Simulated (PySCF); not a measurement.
Atomic charges by several schemes

C6H8FNSi.
Cartesian coordinates in Å at the GFN2-xTB level; atoms count from 1:
```
atom  x, y, z in Å
N1    -0.8997   -0.3425    2.8450
C2    -0.3353   -0.5613    1.8752
C3     0.3628   -0.8102    0.6352
C4    -0.6183   -1.3398   -0.4226
C5    -1.5138   -0.1845   -0.8780
Si6   -0.3534    1.3232   -1.0054
C7     0.9072    0.5133    0.1432
C8     2.0899    0.9790    0.4967
F9     2.9284    0.3098    1.3143
H10    1.1666   -1.5272    0.8395
H11   -1.2064   -2.1679   -0.0214
H12   -0.0377   -1.7128   -1.2692
H13   -2.0275   -0.4436   -1.8016
H14   -2.2840   -0.0055   -0.1259
H15   -0.9101    2.5585   -0.4609
H16    0.2109    1.5069   -2.3443
H17    2.5136    1.9165    0.1706
```

Density: PBE0/pcSseg-1 (PySCF); schemes: Mulliken, IAO, Hirshfeld and ESP-fitted. Isolated species at its GFN2-xTB geometry (one conformer only).

Task: What partial charge does each atom carry?

Result: In e:

```csv
atom,environment,Mulliken,IAO,Hirshfeld,ESP-fitted
N1,nitrile nitrogen,-0.248,-0.252,-0.231,-0.482
C2,nitrile carbon,+0.171,+0.138,+0.085,+0.408
C3,sp3 carbon next to a nitrile,-0.279,-0.144,-0.007,-0.092
C4,ring CH2 carbon,-0.132,-0.240,-0.058,-0.165
C5,sp3 carbon bound to silicon,-0.528,-0.542,-0.157,-0.183
Si6,SiH2 silicon,+0.736,+0.748,+0.346,+0.358
C7,fully substituted alkene carbon,-0.552,-0.328,-0.116,-0.205
C8,vinylic C–F carbon,+0.376,+0.166,+0.052,+0.030
F9,vinyl fluorine,-0.274,-0.269,-0.079,-0.142
H10,methine hydrogen,+0.167,+0.183,+0.061,+0.132
H11,methylene hydrogen,+0.140,+0.152,+0.049,+0.081
H12,methylene hydrogen,+0.138,+0.143,+0.047,+0.106
H13,methylene hydrogen,+0.149,+0.156,+0.044,+0.071
H14,methylene hydrogen,+0.166,+0.158,+0.042,+0.089
H15,Si–H hydrogen,-0.062,-0.110,-0.069,-0.076
H16,Si–H hydrogen,-0.069,-0.117,-0.075,-0.088
H17,vinylic hydrogen,+0.101,+0.159,+0.065,+0.158
```

Mean size of the charges over all atoms: Mulliken 0.252 e, IAO 0.236 e, ESP-fitted 0.169 e, Hirshfeld 0.093 e. Each set sums to the total charge, 0, to within 0.001 e. The Hirshfeld scheme weights the molecular density at each point by an atom's share of the summed free-atom densities.

Lowest charge. The schemes don't all agree: Mulliken C7 (-0.552); IAO C5 (-0.542); Hirshfeld N1 (-0.231); ESP-fitted N1 (-0.482).

Highest charge. The schemes don't all agree: Mulliken Si6 (+0.736); IAO Si6 (+0.748); Hirshfeld Si6 (+0.346); ESP-fitted C2 (+0.408).

Task: How closely do the schemes follow one another over all atoms?

Result: Correlation coefficient and root-mean-square difference: Mulliken with IAO 0.96, 0.089 e; IAO with Hirshfeld 0.94, 0.177 e; Hirshfeld with ESP-fitted 0.89, 0.114 e; Mulliken with Hirshfeld 0.88, 0.212 e; IAO with ESP-fitted 0.81, 0.169 e; Mulliken with ESP-fitted 0.77, 0.201 e.

Task: Sum the charges by element, for elements with more than one atom.

Result: 
```
element  atoms  Mulliken     IAO  Hirshfeld  ESP-fitted
      C      6    -0.944  -0.951     -0.202      -0.206
      H      8    +0.731  +0.724     +0.165      +0.473
```
